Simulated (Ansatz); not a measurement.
```yaml
crystal:
  periodic: [false, false, false]
  atoms:
    - {symbol: C, position_ang: [0.528148, 1.479967, 1.098887]}
    - {symbol: C, position_ang: [-0.307219, 0.492503, 0.781967]}
    - {symbol: C, position_ang: [0.084096, -0.896264, 0.443561]}
    - {symbol: In, position_ang: [-0.012905, -0.979323, -1.711205]}
    - {symbol: Cl, position_ang: [-2.257425, -0.848512, -2.414369]}
    - {symbol: H, position_ang: [1.600038, 1.319669, 1.169207]}
    - {symbol: H, position_ang: [0.163478, 2.477388, 1.310706]}
    - {symbol: H, position_ang: [-1.372399, 0.710269, 0.726955]}
    - {symbol: H, position_ang: [-0.620570, -1.633557, 0.829734]}
    - {symbol: H, position_ang: [1.094934, -1.139936, 0.772070]}
    - {symbol: H, position_ang: [1.099805, -0.982213, -3.007512]}
basis:
  gaussian: {orbitals: x2c-TZVPPall}
hamiltonian: {xc: {name: CCSD(T)}}
```

```sh
$ ansatz run in.yaml --threads 4 --pin off --events-out ev --progress --plain --max-ram 10444MiB
```

**Question.** How does Ansatz answer? (Best estimate.)

**Answer.** Ansatz gave: The input was rejected before any iteration.
```
Error: YAML parse error: error: line 17 column 19: hamiltonian.xc: no functional is named "CCSD(T)"; the names, which are not case-sensitive, are SVWN5, SPW92, PBE, PBE0, PBEsol, revPBE, revPBE0, RPBE, rPW86-PBE, HSE06, wPBEh, LC-wPBE, HISS, HF, BLYP, B3LYP, B3LYP5, BHLYP, CAM-B3LYP, r2SCAN, r2SCANh, r2SCAN0, r2SCAN50, m-r2SCAN, B97, wB97, wB97X, wB97X-V, B97M-V, wB97M-V, B2PLYP, B2GP-PLYP, PBE0-DH, PBE-QIDH
15 | basis:
16 |   gaussian: {orbitals: x2c-TZVPPall}
17 | hamiltonian: {xc: {name: CCSD(T)}}
```

HSE06 is defined as in plane-wave codes.
